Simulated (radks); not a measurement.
Spherical quantum dot in the effective-mass picture: electrons in a hard-walled sphere of radius 1.55, with a point charge +2 (a donor) at the centre, all in effective atomic units (hartree* = m*/eps^2 hartree, bohr* = eps/m* bohr), one dielectric constant everywhere. Method: non-relativistic Kohn-Sham, LDA (Slater exchange, Perdew-Wang correlation), spin-polarised, spherical densities; computed with a radial shooting solver with Libxc functionals. Levels are named by radial order and angular momentum (1s, 1p, 1d, 2s, ...), and open shells are averaged over m. Each electron was tried in the lowest free levels, single moves between levels near the top were tried too, and the lowest total energy was kept; such a search can miss a lower state. At N = 1 the Hartree and exchange-correlation terms need not cancel, so that row can carry a self-interaction error.

\begin{tabular}{lrrrrrr}
N & open shells & 2S & E (hartree*) & addition energy mu(N+1) - mu(N) (hartree*) & e(HOMO) (hartree*) & rms radius (bohr*) \\ \hline
1 & 1s(up 1, down 0) & 1 & -1.65885 & 1.416 & -1.1157 & 0.6566 \\
2 & none & 0 & -1.90155 & 4.016 & 0.27743 & 0.6905 \\
3 & 1p(up 1, down 0) & 1 & 1.87204 & 0.8514 & 4.1912 & 0.7861 \\
4 & 1p(up 2, down 0) & 2 & 6.49707 & 0.8809 & 5.0630 & 0.8332 \\
5 & 1p(up 3, down 0) & 3 & 12.0030 & 1.155 & 5.9503 & 0.8630 \\
6 & 1p(up 3, down 1) & 2 & 18.6643 & 0.8361 & 7.0734 & 0.8850 \\
7 & 1p(up 3, down 2) & 1 & 26.1618 & 0.8598 & 7.9251 & 0.9019 \\
8 & none & 0 & 34.5191 & 3.479 & 8.7908 & 0.9156 \\
9 & 1d(up 1, down 0) & 1 & 46.3558 & 0.8114 & 12.241 & 0.9351 \\
10 & 1d(up 2, down 0) & 2 & 59.0039 & 0.8175 & 13.056 & 0.9509 \\
11 & 1d(up 3, down 0) & 3 & 72.4695 & 0.8212 & 13.876 & 0.9641 \\
12 & 1d(up 4, down 0) & 4 & 86.7563 & 0.8234 & 14.698 & 0.9753 \\
13 & 1d(up 5, down 0) & 5 & 101.867 & 1.067 & 15.522 & 0.9851 \\
14 & 1d(up 5, down 1) & 4 & 118.044 & 0.8008 & 16.577 & 0.9938 \\
15 & 1d(up 5, down 2) & 3 & 135.023 & 0.8065 & 17.381 & 1.002 \\
16 & 1d(up 5, down 3) & 2 & 152.808 & 0.8101 & 18.190 & 1.009 \\
17 & 1d(up 5, down 4) & 1 & 171.403 & 0.8124 & 19.001 & 1.015 \\
18 & none & 0 & 190.810 & 1.200 & 19.814 & 1.021 \\
19 & 2s(up 1, down 0) & 1 & 211.418 & 1.244 & 21.130 & 1.019 \\
20 & none & 0 & 233.270 & 3.020 & 22.390 & 1.016 \\
21 & 1f(up 1, down 0) & 1 & 258.142 & 0.7867 & 25.265 & 1.023 \\
22 & 1f(up 2, down 0) & 2 & 283.801 & - & 26.053 & 1.030 \\
\end{tabular}

All shells are closed at N = 2, 8, 18, 20 (there: 1s2 1p6 1d10 2s2); the second difference of the energy has clear peaks (12 % above both neighbours; the first and last values, which can be the largest, are not judged, and half-filled shells can peak too) at N = 2, 5, 8, 13, 20.
